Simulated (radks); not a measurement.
Neutral thallium inside a hard spherical wall (all orbitals vanish at R), configuration held at [Hg] 6p1 and not refilled when levels cross. All-electron calculation, scalar-relativistic Kohn-Sham, LDA (Slater exchange, Perdew-Wang correlation), spin-polarised, spherical densities, point nucleus; open shells are filled with parallel spins first (spin-orbit coupling, left out, can overturn this in heavy ions). Program: a radial shooting solver on a logarithmic mesh with Libxc functionals. Eigenvalues in eV for spin up, with the zero of energy where the potential of the charges vanishes at infinity; a dash marks a level that is unbound or too diffuse for the functional's potential to be trusted. A positive occupied level is held by the wall or, in an anion where self-interaction has pushed it up, behind a barrier. The pressure on the wall is -dE/dV.

R (bohr) = free: E (hartree) -20234.9766; kinetic (hartree) 22793.456; e(5p) -76.225; e(5d) -15.624; e(6s) -9.982; e(6p) -2.772; e(7s, empty) -0.484; e(6d, empty) -; pressure (GPa) 0
R (bohr) = 20: E (hartree) -20234.9766; kinetic (hartree) 22793.456; e(5p) -76.225; e(5d) -15.624; e(6s) -9.982; e(6p) -2.772; e(7s, empty) -0.469; e(6d, empty) 0.612; pressure (GPa) < 0.0001
R (bohr) = 15: E (hartree) -20234.9766; kinetic (hartree) 22793.456; e(5p) -76.223; e(5d) -15.621; e(6s) -9.980; e(6p) -2.770; e(7s, empty) -0.373; e(6d, empty) 0.915; pressure (GPa) 0.000122
R (bohr) = 12: E (hartree) -20234.9764; kinetic (hartree) 22793.458; e(5p) -76.201; e(5d) -15.600; e(6s) -9.961; e(6p) -2.751; e(7s, empty) -0.087; e(6d, empty) 1.365; pressure (GPa) 0.00273
R (bohr) = 10: E (hartree) -20234.9755; kinetic (hartree) 22793.464; e(5p) -76.127; e(5d) -15.527; e(6s) -9.901; e(6p) -2.680; e(7s, empty) 0.512; e(6d, empty) 2.020; pressure (GPa) 0.0225
R (bohr) = 7: E (hartree) -20234.9605; kinetic (hartree) 22793.547; e(5p) -75.568; e(5d) -14.986; e(6s) -9.458; e(6p) -1.981; e(7s, empty) 4.258; e(6d, empty) 4.942; pressure (GPa) 0.728
R (bohr) = 4: E (hartree) -20234.5008; kinetic (hartree) 22795.752; e(5p) -70.281; e(5d) -10.073; e(6s) -3.919; e(6p) 7.089; e(7s, empty) 36.432; e(6d, empty) 24.483; pressure (GPa) 97.8
R (bohr) = 2.5: E (hartree) -20229.1371; kinetic (hartree) 22817.788; e(5p) -47.380; e(5d) 13.021; e(6s) 34.524; e(6p) 59.578; e(7s, empty) 170.19; e(6d, empty) 102.04; pressure (GPa) 4410
R (bohr) = 2: E (hartree) -20217.4981; kinetic (hartree) 22861.341; e(5p) -19.998; e(5d) 44.990; e(6s) 99.160; e(6p) 139.24; e(7s, empty) 339.50; e(6d, empty) 200.23; pressure (GPa) 24400
